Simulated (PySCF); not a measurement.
F4Ti, triplet, geometry from GFN2-xTB (such geometries of metal compounds can be far from the true shape) (the multiplicity is a formal guess); DF-PBE/6-31G* in PySCF.

PySCF was given this input:
```python
from pyscf import gto, scf, dft

mol = gto.M(
    atom='''
Ti   -0.00000000   -0.00000000   -0.00000000
F     1.25633748    0.24806843   -1.23212847
F     1.13924286   -0.58019840    1.23432488
F    -1.27182203   -0.37572621   -1.18294586
F    -1.12375831    0.70785618    1.18074945
''',
    basis='6-31g*',
    spin=2,
    verbose=4,
)

mf = dft.UKS(mol)
mf.xc = 'pbe'
mf = mf.density_fit(auxbasis='def2-universal-jkfit')
mf.kernel()
```

**Question.** Predict the main parts of the log of this PySCF run.

**Answer.** 
```
PySCF version 2.14.0

[INPUT] verbose = 4
[INPUT] num. atoms = 5
[INPUT] num. electrons = 58
[INPUT] charge = 0
[INPUT] spin (= nelec alpha-beta = 2S) = 2
[INPUT] symmetry False subgroup None
[INPUT] Mole.unit = angstrom
[INPUT] Symbol           X                Y                Z      unit          X                Y                Z       unit  Magmom
[INPUT]  1 Ti     0.000000000000   0.000000000000   0.000000000000 AA    0.000000000000   0.000000000000   0.000000000000 Bohr   0.0
[INPUT]  2 F      1.256337480000   0.248068430000  -1.232128470000 AA    2.374133757226   0.468781392851  -2.328385358579 Bohr   0.0
[INPUT]  3 F      1.139242860000  -0.580198400000   1.234324880000 AA    2.152856994766  -1.096416073911   2.332535971937 Bohr   0.0
[INPUT]  4 F     -1.271822030000  -0.375726210000  -1.182945860000 AA   -2.403395315888  -0.710019634721  -2.235443695588 Bohr   0.0
[INPUT]  5 F     -1.123758310000   0.707856180000   1.180749450000 AA   -2.123595436104   1.337654315781   2.231293082231 Bohr   0.0

nuclear repulsion = 326.734598390528
number of shells = 36
number of NR pGTOs = 205
number of NR cGTOs = 90
basis = 6-31g*
ecp = {}

******** <class 'pyscf.df.df_jk.DFUKS'> ********
method = DFUKS
initial guess = minao
damping factor = 0
level_shift factor = 0
DIIS = <class 'pyscf.scf.diis.CDIIS'>
diis_start_cycle = 1
diis_space = 8
diis_damp = 0
SCF conv_tol = 1e-09
SCF conv_tol_grad = None
SCF max_cycles = 50
direct_scf = False
number electrons alpha = 30  beta = 28
XC library pyscf.dft.libxc version 7.1.2
    S. Lehtola, C. Steigemann, M. J. T. Oliveira, and M. A. L. Marques,  SoftwareX 7, 1–5 (2018)
XC functionals = pbe
    J. P. Perdew, K. Burke, and M. Ernzerhof,  Phys. Rev. Lett. 77, 3865 (1996)
    J. P. Perdew, K. Burke, and M. Ernzerhof,  Phys. Rev. Lett. 78, 1396 (1997)
    J. P. Perdew, K. Burke, and M. Ernzerhof,  Phys. Rev. Lett. 77, 3865 (1996)
    J. P. Perdew, K. Burke, and M. Ernzerhof,  Phys. Rev. Lett. 78, 1396 (1997)
radial grids:
    Treutler-Ahlrichs [JCP 102, 346 (1995); DOI:10.1063/1.469408] (M4) radial grids

becke partition: Becke, JCP 88, 2547 (1988); DOI:10.1063/1.454033
pruning grids: <function nwchem_prune>
grids dens level: 3
symmetrized grids: False
atomic radii adjust function: <function treutler_atomic_radii_adjust>
small_rho_cutoff = 0
Set gradient conv threshold to 3.16228e-05
tot grids = 77952
init E= -1248.27509307847

cycle= 1 E= -1248.12415315543  delta_E= 0.151  |g|= 0.647  |ddm|= 1.69

cycle= 2 E= -1245.78701589858  delta_E= 2.34  |g|= 2.84  |ddm|=  1.5

cycle= 3 E= -1248.22859436039  delta_E= -2.44  |g|= 0.291  |ddm|= 1.28

cycle= 4 E= -1248.24783756481  delta_E= -0.0192  |g|= 0.186  |ddm|= 0.44

cycle= 5 E= -1248.18428310365  delta_E= 0.0636  |g|= 0.394  |ddm|= 0.573

cycle= 6 E= -1248.2645772434  delta_E= -0.0803  |g|= 0.0178  |ddm|= 0.472

cycle= 7 E= -1248.26269026773  delta_E= 0.00189  |g|= 0.0645  |ddm|= 0.0843

cycle= 8 E= -1248.26262133942  delta_E= 6.89e-05  |g|= 0.0652  |ddm|= 0.14

cycle= 9 E= -1248.26470631971  delta_E= -0.00208  |g|= 0.00647  |ddm|= 0.0743

cycle= 10 E= -1248.26472848577  delta_E= -2.22e-05  |g|= 0.000783  |ddm|= 0.00912

cycle= 11 E= -1248.2647287536  delta_E= -2.68e-07  |g|= 0.000307  |ddm|= 0.000704

cycle= 12 E= -1248.26472877034  delta_E= -1.67e-08  |g|= 0.000242  |ddm|= 0.000105

cycle= 13 E= -1248.26472879968  delta_E= -2.93e-08  |g|= 5.12e-05  |ddm|= 0.00024

cycle= 14 E= -1248.26472880092  delta_E= -1.24e-09  |g|= 9.45e-06  |ddm|= 4.86e-05

cycle= 15 E= -1248.26472880096  delta_E= -3.46e-11  |g|= 3.97e-06  |ddm|= 1.22e-05

Extra cycle  E= -1248.26472880062  delta_E= 3.34e-10  |g|= 2.68e-05  |ddm|= 3.25e-05
converged SCF energy = -1248.26472880062  <S^2> = 2.0020214  2S+1 = 3.0013473
```
